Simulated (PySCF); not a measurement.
## From computed data to an observable: chemical shift, span and skew from a shielding tensor

AsF₂GaH₂, SMILES [F][Ga]([F])[AsH2]. Atoms are numbered in the order given.

```xyz
6

Ga    -0.7844    -0.0084     0.0000
As     1.5997     0.0626     0.0000
H      1.6217    -0.9892     1.1042
H      1.6217    -0.9892    -1.1042
F     -1.7621     0.0095    -1.4495
F     -1.7621     0.0095     1.4495
```
Charge 0, spin multiplicity 1.

Geometry: PBE0-D3(BJ)/def2-SVP.

GIAO shieldings from PBE0/pcSseg-1 in PySCF, non-relativistic, no solvent. The symmetric part of the tensor of F5 has the principal values 122.3, 305.7, 415.6 ppm. The same nucleus in CFCl3 has σ = 167.2 ppm at this level (PySCF, at its B3LYP-D3(BJ)/def2-TZVP geometry).

Q: Work out the isotropic shielding, the ¹⁹F shift against CFCl3, the span and the skew.

A: 
σ(iso) = (σ11 + σ22 + σ33)/3 = 281.2 ppm. δ = σ(ref) − σ(iso) = 167.2 − (281.2) = -114.0 ppm.
Span Ω = σ33 − σ11 = 293.3 ppm. Skew κ = 3(σ(iso) − σ22)/Ω = -0.25. Tumbling in solution averages the tensor to δ; in a static solid the shielding alone would spread this spin-1/2 line over Ω.
